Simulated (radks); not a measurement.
Polarisability of the calcium ion Ca+, [Ar] 4s1, at imaginary frequency. Method: scalar-relativistic Kohn-Sham, LB94 model potential, spin-unpolarised, spherical densities, finite nucleus; Fermi nuclear charge, rms radius 3.4776 fm; computed with a radial shooting solver on a logarithmic mesh with Libxc functionals. Response by self-consistent Sternheimer equations with the Hartree and adiabatic LDA kernel, the relativistic mass of each level held fixed and spin-orbit coupling left out.

w (hartree),alpha1(iw) (bohr^3),alpha2(iw) (bohr^5)
0.00266,49.92,122.7
0.0143,49.47,135.0
0.0360,47.13,181.4
0.0697,40.91,234.4
0.118,30.90,246.4
0.186,20.51,215.0
0.280,12.77,160.1
0.413,7.997,104.3
0.605,5.199,61.60
0.892,3.432,34.04
1.35,2.146,17.82
2.12,1.168,8.601
3.59,0.5164,3.519
6.94,0.1741,1.054
17.5,0.03804,0.1758

Static values: alpha1 = 49.93 bohr^3 (7.400 angstrom^3; uncoupled 67.61), alpha2 = 122.3 bohr^5, alpha3 = 5882 bohr^7. C6 = 303.0, C8 = 9890, triple-dipole C9 = 10710 atomic units. One-pole (London) frequency 4 C6 / (3 alpha1^2) = 0.162 hartree, against 0.471 for minus the highest occupied eigenvalue.
